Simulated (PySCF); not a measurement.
BBrClHO, SMILES B(Cl)(O)Br.

Geometry: B3LYP-D3(BJ)/def2-SVP. The values are those of a single conformer.

Calculation: B3LYP/def2-TZVPD (PySCF).

Computed frontier levels, gap, dipole moment and polarisability:
```json
{
  "highest_occupied_level": "-8.26 eV",
  "lowest_empty_level": "-0.90 eV",
  "orbital_gap": "7.36 eV",
  "dipole_moment": "1.81 D",
  "quadrupole, principal values (traceless, Buckingham form, about the centre of nuclear charge)": "-6.13, -1.60, 7.72 D·Å",
  "mean_static_polarisability": "54.8 bohr³ (8.13 Å³)",
  "polarisability_principal_values": "42.0, 53.9, 68.6 bohr³"
}
```
